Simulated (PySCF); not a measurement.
trifluorosilylmethanol (CH3F3OSi), SMILES F[Si](F)(CO)F. Atoms are numbered in the order given.

```xyz
9

O     -2.2634     0.3495    -0.0358
C     -1.3389    -0.6993     0.1375
Si     0.4056    -0.0737    -0.0228
F      0.8327     0.2708    -1.5272
F      1.4909    -1.1032     0.5554
F      0.5170     1.2888     0.8248
H     -2.1082     1.0078     0.6510
H     -1.4603    -1.2370     1.0999
H     -1.5335    -1.4475    -0.6480
```

Coordinates come from a PBE0-D3(BJ)/def2-SVP optimisation. The values are those of a single conformer.

Method: TDDFT-CAM-B3LYP/def2-SVPD (PySCF).

Vertical excitations. The molecule is in vacuum.

```json
[
 {"state": "S1", "energy (eV)": "6.93", "λ (nm)": "179", "f": "0.004", "main pairs": "HOMO→LUMO 68 %, HOMO→LUMO+1 28 %"},
 {"state": "S2", "energy (eV)": "7.93", "λ (nm)": "156", "f": "0.053", "main pairs": "HOMO→LUMO+1 65 %, HOMO→LUMO 26 %"},
 {"state": "S3", "energy (eV)": "8.72", "λ (nm)": "142", "f": "0.008", "main pairs": "HOMO→LUMO+3 72 %"},
 {"state": "S4", "energy (eV)": "8.74", "λ (nm)": "142", "f": "0.014", "main pairs": "HOMO−1→LUMO 61 %, HOMO−1→LUMO+1 24 %"},
 {"state": "S5", "energy (eV)": "8.99", "λ (nm)": "138", "f": "0.021", "main pairs": "HOMO→LUMO+2 56 %, HOMO→LUMO+4 26 %"},
 {"state": "S6", "energy (eV)": "9.12", "λ (nm)": "136", "f": "0.033", "main pairs": "HOMO→LUMO+4 69 %, HOMO→LUMO+2 23 %"},
 {"state": "S7", "energy (eV)": "9.55", "λ (nm)": "130", "f": "0.039", "main pairs": "HOMO→LUMO+5 81 %"},
 {"state": "S8", "energy (eV)": "9.62", "λ (nm)": "129", "f": "0.039", "main pairs": "HOMO−1→LUMO+1 63 %, HOMO−1→LUMO 24 %"},
 {"state": "S9", "energy (eV)": "10.21", "λ (nm)": "121", "f": "0.002", "main pairs": "HOMO→LUMO+6 63 %, HOMO→LUMO+7 14 %"},
 {"state": "S10", "energy (eV)": "10.43", "λ (nm)": "119", "f": "0.012", "main pairs": "HOMO−1→LUMO+3 39 %, HOMO→LUMO+7 26 %, HOMO−1→LUMO+2 9 %"},
 {"state": "T1", "energy (eV)": "6.51", "λ (nm)": "190", "f": "0", "main pairs": "HOMO→LUMO 54 %, HOMO→LUMO+1 39 %"},
 {"state": "T2", "energy (eV)": "7.55", "λ (nm)": "164", "f": "0", "main pairs": "HOMO→LUMO+1 46 %, HOMO→LUMO 37 %"},
 {"state": "T3", "energy (eV)": "8.27", "λ (nm)": "150", "f": "0", "main pairs": "HOMO→LUMO+3 35 %, HOMO−1→LUMO 25 %, HOMO−1→LUMO+1 16 %, HOMO→LUMO+5 11 %"},
 {"state": "T4", "energy (eV)": "8.31", "λ (nm)": "149", "f": "0", "main pairs": "HOMO−1→LUMO 29 %, HOMO→LUMO+3 27 %, HOMO−1→LUMO+1 17 %, HOMO→LUMO+4 15 %"}
]
```
Triplets are in the Tamm–Dancoff approximation, which puts them higher than full response would, so one can lie above its singlet here.
